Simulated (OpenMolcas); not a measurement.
## Ti2+: effect of the active space

```yaml
Program: OpenMolcas
Method: CASSCF or its RAS form
Basis: ANO-RCC-VTZP
Scalar_Hamiltonian: DKH2, point nucleus
Spin-orbit_coupling: state interaction with AMFI integrals over the reference wave functions, term energies averaged over their components
```

A. 2 electrons in 5 orbitals (3d); 2S+1 = 3 even, 10 roots; 2S+1 = 1 even, 15 roots; cost roughly 7 core-seconds
B. 2 electrons in 6 orbitals (3d 4s); 2S+1 = 3 even, 15 roots; 2S+1 = 1 even, 20 roots; cost roughly 19 core-seconds
C. 8 electrons in 8 orbitals (RAS1 3p, at most 2 holes; RAS2 3d); 2S+1 = 3 even, 10 roots; 2S+1 = 1 even, 15 roots; cost of the order of 18 core-seconds
D. 2 electrons in 9 orbitals (RAS2 3d 4s; RAS3 4p, at most 2 electrons); 2S+1 = 3 even, 15 roots; 2S+1 = 1 even, 20 roots kept (CI in the orbitals of an earlier block); 2S+1 = 3 odd, 15 roots; 2S+1 = 1 odd, 15 roots kept (CI in the orbitals of an earlier block); cost about 29 core-seconds
E. 2 electrons in 10 orbitals (3d 4d); 2S+1 = 3 even, 10 roots; 2S+1 = 1 even, 15 roots; cost about 12 core-seconds

Energies in eV above 3d² ³F₂, the measured ground level; measured values from Corliss and Sugar, J. Phys. Chem. Ref. Data 8, 1 (1979).

```json
{"Level": "3d² ³F₂", "A": "0.0000", "B": "0.0000", "C": "0.0000", "D": "0.0000", "E": "0.0000", "Measured": "0.0000"}
{"Level": "3d² ³F₃", "A": "0.0239", "B": "0.0244", "C": "0.0265", "D": "0.0244", "E": "0.0241", "Measured": "0.0229"}
{"Level": "3d² ³F₄", "A": "0.0552", "B": "0.0563", "C": "0.0610", "D": "0.0563", "E": "0.0555", "Measured": "0.0521"}
{"Level": "3d² ¹D₂", "A": "1.4085", "B": "1.3606", "C": "1.3035", "D": "1.3929", "E": "1.3501", "Measured": "1.0506"}
{"Level": "3d² ³P₀", "A": "1.6832", "B": "1.7065", "C": "1.6172", "D": "1.6909", "E": "1.6221", "Measured": "1.3066"}
{"Level": "3d² ³P₁", "A": "1.6914", "B": "1.7149", "C": "1.6262", "D": "1.6994", "E": "1.6302", "Measured": "1.3147"}
{"Level": "3d² ³P₂", "A": "1.7088", "B": "1.7323", "C": "1.6450", "D": "1.7172", "E": "1.6472", "Measured": "1.3293"}
{"Level": "3d² ¹G₄", "A": "2.1699", "B": "2.1552", "C": "2.2931", "D": "2.2218", "E": "2.0805", "Measured": "1.7851"}
{"Level": "3d² ¹S₀", "A": "5.2643", "B": "5.2542", "C": "4.7320", "D": "5.2692", "E": "4.9132", "Measured": "4.0264"}
```

Deviations, from unrounded energies. A percentage is the sum of absolute deviations over the sum of measured energies, with the sign that they share, or ± where signs differ.

```json
{"Against measurement": "mean absolute deviation (cm-1)", "Levels": "8", "A": "3100", "B": "3100", "C": "2400", "D": "3200", "E": "2500"}
{"Against measurement": "fine structure of the ground term (%)", "Levels": "2", "A": "+5.5", "B": "+7.6", "C": "+16.5", "D": "+7.6", "E": "+6.0"}
{"Against measurement": "other terms of the ground configuration (%)", "Levels": "6", "A": "+28.8", "B": "+28.8", "C": "+22.2", "D": "+29.4", "E": "+22.5"}
```

C, E lie about equally close to measurement and D furthest from it. The largest miss of C in the table is 3d² ¹S₀, by +5700 cm-1. The ranking rests on the paired levels alone, and a cruder setting can come out closer through cancelling errors.

Among A to E the level of the table that moves most is 3d² ¹S₀, by 4300 cm-1 (lowest in C, highest in D).

Without dynamic correlation excited terms often stand tens of per cent too high (terms of higher spin than the ground term too low), and those without a measured partner can miss by more than the paired ones. Active for correlation alone: 3p; no level in the range computed is led by a configuration that opens it, so any true level of that kind is missing (holds for C). Terms from blocks run as CI alone lack orbitals of their own (holds for D). Active for correlation alone: 4d; no level in the range computed is led by a configuration that fills it, so any true level of that kind is missing (holds for E). Computed and measured levels are paired by configuration, term and J; levels that our copy of the source lacks, or whose pairing is in doubt (as where it misses far off the trend of its configuration), stay unpaired and out of the deviations. Levels of configurations outside the active space are missing. Levels that lie high or do not pair safely by name in every column are left out.
